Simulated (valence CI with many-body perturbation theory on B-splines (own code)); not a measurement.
Nb35+: calculated level list

Method: configuration interaction combined with many-body perturbation theory (CI+MBPT): four valence electrons over a frozen Dirac-Fock core [He], a basis of 11 s, 11 p, 10 d, 8 f, 5 g, 2 h functions for each j, with the one-electron correlation potential Σ1 (screened to all orders), the two-electron term Σ2, the three-electron term Σ3, Breit, model QED; selected single and double excitations, second order for the rest, scaled by the run's own slope (own B-spline code, finite nucleus).

The last digits are not significant, and no measured levels were compared; by estimate large intervals hold to a few tenths of a per cent, small ones and those within an open d or f shell to about a per cent. Among the levels kept, up to 990 cm⁻¹ of a level comes from second order outside the variational space, and about a tenth of that is noise between levels of different J, which matters for small intervals.

Levels 1 to 45 of 200, with energies above the lowest level, (2s^2 2p1/2^2) J=0. "Leading %" is the weight of the configuration and term that name the level; weights of strongly mixed levels are sums over their largest components and can fall short. In the jj column 3d3/2^4 stands for four electrons in 3d with j = 3/2.

| No. | Configuration | Term | J | E (× 10³ cm⁻¹) | Leading % | Leading jj | g |
| --- | --- | --- | --- | --- | --- | --- | --- |
| 1 | 2s2 2p2 | 3P | 0 | 0.00 | 75 | 2s^2 2p1/2^2 (98 %) |  |
| 2 | 2s2 2p2 | 3P | 1 | 744.42 | 100 | 2s^2 2p1/2 2p3/2 (100 %) | 1.492 |
| 3 | 2s2 2p2 | 1D | 2 | 841.25 | 56 | 2s^2 2p1/2 2p3/2 (98 %) | 1.206 |
| 4 | 2s2 2p2 | 3P | 2 | 1653.8 | 56 | 2s^2 2p3/2^2 (98 %) | 1.274 |
| 5 | 2s 2p3 | 5S° | 2 | 1723.3 | 56 | 2s 2p1/2^2 2p3/2 (86 %) | 1.730 |
| 6 | 2s2 2p2 | 1S | 0 | 1880.9 | 74 | 2s^2 2p3/2^2 (97 %) |  |
| 7 | 2s 2p3 | 3D° | 1 | 2107.2 | 48 | 2s 2p1/2^2 2p3/2 (92 %) | 0.978 |
| 8 | 2s 2p3 | 3D° | 2 | 2467.9 | 56 | 2s 2p1/2 2p3/2^2 (89 %) | 1.449 |
| 9 | 2s 2p3 | 3D° | 3 | 2653.9 | 100 | 2s 2p1/2 2p3/2^2 (100 %) | 1.323 |
| 10 | 2s 2p3 | 3P° | 0 | 2856.2 | 100 | 2s 2p1/2 2p3/2^2 (100 %) |  |
| 11 | 2s 2p3 | 3P° | 1 | 2924.6 | 37 | 2s 2p1/2 2p3/2^2 (94 %) | 1.271 |
| 12 | 2s 2p3 | 1D° | 2 | 3000.2 | 61 | 2s 2p1/2 2p3/2^2 (89 %) | 1.132 |
| 13 | 2s 2p3 | 3S° | 1 | 3058.1 | 34 | 2s 2p1/2 2p3/2^2 (93 %) | 1.468 |
| 14 | 2s 2p3 | 3P° | 2 | 3652.1 | 47 | 2s 2p3/2^3 (89 %) | 1.315 |
| 15 | 2s 2p3 | 1P° | 1 | 3971.7 | 51 | 2s 2p3/2^3 (93 %) | 1.244 |
| 16 | 2p4 | 3P | 2 | 4134.6 | 74 | 2p1/2^2 2p3/2^2 (98 %) | 1.364 |
| 17 | 2p4 | 1S | 0 | 4381.7 | 51 | 2p1/2^2 2p3/2^2 (96 %) |  |
| 18 | 2p4 | 3P | 1 | 4930.3 | 100 | 2p1/2 2p3/2^3 (100 %) | 1.492 |
| 19 | 2p4 | 1D | 2 | 5039.5 | 74 | 2p1/2 2p3/2^3 (99 %) | 1.115 |
| 20 | 2p4 | 3P | 0 | 5975.8 | 52 | 2p3/2^4 (97 %) |  |
| 21 | 2s2 2p 3s | 3P° | 0 | 21815 | 98 | 2s^2 2p1/2 3s (98 %) |  |
| 22 | 2s2 2p 3s | 3P° | 1 | 21832 | 68 | 2s^2 2p1/2 3s (98 %) | 1.338 |
| 23 | 2s2 2p 3p | 3D | 1 | 22134 | 72 | 2s^2 2p1/2 3p1/2 (98 %) | 0.664 |
| 24 | 2s2 2p 3p | 3P | 0 | 22292 | 72 | 2s^2 2p1/2 3p1/2 (96 %) |  |
| 25 | 2s2 2p 3p | 3P | 1 | 22421 | 41 | 2s^2 2p1/2 3p3/2 (92 %) | 1.495 |
| 26 | 2s2 2p 3p | 3D | 2 | 22445 | 60 | 2s^2 2p1/2 3p3/2 (97 %) | 1.169 |
| 27 | 2s2 2p 3s | 3P° | 2 | 22674 | 94 | 2s^2 2p3/2 3s (94 %) | 1.482 |
| 28 | 2s2 2p 3s | 1P° | 1 | 22715 | 68 | 2s^2 2p3/2 3s (97 %) | 1.142 |
| 29 | 2s 2p2 3s | 5P | 1 | 22720 | 63 | 2s 2p1/2^2 3s (84 %) | 2.203 |
| 30 | 2s2 2p 3d | 3F° | 2 | 22725 | 74 | 2s^2 2p1/2 3d3/2 (97 %) | 0.761 |
| 31 | 2s2 2p 3d | 3D° | 1 | 22834 | 53 | 2s^2 2p1/2 3d3/2 (96 %) | 0.824 |
| 32 | 2s 2p2 3s | 3P | 0 | 22847 | 78 | 2s 2p1/2^2 3s (89 %) |  |
| 33 | 2s2 2p 3d | 3P° | 2 | 22860 | 45 | 2s^2 2p1/2 3d5/2 (95 %) | 1.278 |
| 34 | 2s2 2p 3d | 3F° | 3 | 22866 | 53 | 2s^2 2p1/2 3d5/2 (98 %) | 1.113 |
| 35 | 2s 2p2 3p | 5D° | 0 | 23039 | 64 | 2s 2p1/2^2 3p1/2 (90 %) |  |
| 36 | 2s 2p2 3p | 5D° | 1 | 23051 | 35 | 2s 2p1/2^2 3p1/2 (86 %) | 1.553 |
| 37 | 2s2 2p 3p | 3P | 1 | 23056 | 53 | 2s^2 2p3/2 3p1/2 (94 %) | 1.416 |
| 38 | 2s2 2p 3p | 3D | 2 | 23078 | 37 | 2s^2 2p3/2 3p1/2 (93 %) | 1.209 |
| 39 | 2s2 2p 3p | 3D | 3 | 23237 | 94 | 2s^2 2p3/2 3p3/2 (94 %) | 1.331 |
| 40 | 2s2 2p 3p | 1P | 1 | 23245 | 46 | 2s^2 2p3/2 3p3/2 (95 %) | 1.426 |
| 41 | 2s 2p2 3s | 5P | 2 | 23311 | 73 | 2s 2p1/2 2p3/2 3s (81 %) | 1.677 |
| 42 | 2s 2p2 3p | 5P° | 2 | 23325 | 30 | 2s 2p1/2^2 3p3/2 (86 %) | 1.594 |
| 43 | 2s 2p2 3p | 3D° | 1 | 23363 | 43 | 2s 2p1/2^2 3p3/2 (88 %) | 1.047 |
| 44 | 2s2 2p 3p | 3P | 2 | 23366 | 45 | 2s^2 2p3/2 3p3/2 (76 %) | 1.374 |
| 45 | 2s 2p2 3s | 3P | 1 | 23448 | 75 | 2s 2p1/2 2p3/2 3s (93 %) | 1.579 |

The ionisation energy to 2s2 2p 2P°_1/2 of the next ion comes out as 4822.9 eV (NIST: 4815 ± 5 eV (semi-empirical)). All 200 levels together are meant to be complete up to 26476 × 10³ cm⁻¹.
